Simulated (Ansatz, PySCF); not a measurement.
Molecule: RbI (charge +1, doublet). 
Geometry from a B3LYP-D3(BJ)/def2-TZVP (Ansatz, a program for electronic structure) optimisation:
```
Rb
I 1 3.8502
```
Charge +1, spin multiplicity 2.

Total electronic energies in hartree. Correlated levels leave the core frozen unless marked. UHF or UKS for open shells. No spin-orbit coupling. The frozen core is the preceding noble-gas configuration, with the filled d and f shells of earlier blocks. The outer core of K, Ca and their heavier congeners is not correlated, a term that matters for these elements. Past Kr the def2 sets carry scalar-relativistic core potentials. CBS marks a two-point X^-3 extrapolation of the correlation energy; Hartree-Fock from the larger set. The bracket is a focal-point correction in the basis named.

```tsv
level	program	energy (Eh)
RI-HF/def2-QZVPPD	Ansatz	-320.32913
SVWN5/def2-TZVPD	PySCF	…
BLYP-D3(BJ)/def2-TZVPD	Ansatz + dftd3	-321.53496
BLYP/def2-TZVPD	Ansatz	-321.53232
TPSS/def2-TZVPD	PySCF	-321.50737
r2SCAN/def2-TZVPD	Ansatz	-321.74905
r2SCAN-D3(BJ)/def2-TZVPD	Ansatz + dftd3	-321.74931
PBE0-D3(BJ)/def2-TZVP	Ansatz + dftd3	-321.62966
PBE0/def2-QZVPP	Ansatz	-321.63017
TPSSh-D4/def2-TZVPD	PySCF + dftd4	-321.52993
r2SCANh/def2-TZVPD	Ansatz	-321.73402
r2SCAN0-D4/def2-TZVPD	Ansatz + dftd4	-321.71189
B2GP-PLYP/def2-TZVPD	Ansatz	-321.14557
MP2/def2-TZVPPD	Ansatz	-320.44147
MP2/CBS(def2-TZVPPD,def2-QZVPPD)	Ansatz	-320.4718
RI-MP2/CBS(def2-TZVPP,def2-QZVPP)	Ansatz	-320.4719
SCS-MP2/def2-SVP	Ansatz	-320.39479
SCS-MP2/def2-SVPD	Ansatz	-320.40021
CCSDT(Q)/def2-SVP	Ansatz	-320.41026
CCSDT/def2-SVP	Ansatz	-320.41014
RI-MP2/CBS(def2-TZVPP,def2-QZVPP)+[CCSD(T)-MP2]/def2-QZVPP	Ansatz	-320.4954
RI-MP2/CBS(def2-TZVPPD,def2-QZVPPD)+[CCSD(T)-MP2]/def2-QZVPPD	Ansatz	-320.4952
CCSD(T)/CBS(def2-TZVPPD,def2-QZVPPD)	Ansatz	-320.4961
```

### Question
Fill in the missing entries.

### Answer

- SVWN5/def2-TZVPD, energy (Eh): -321.09791
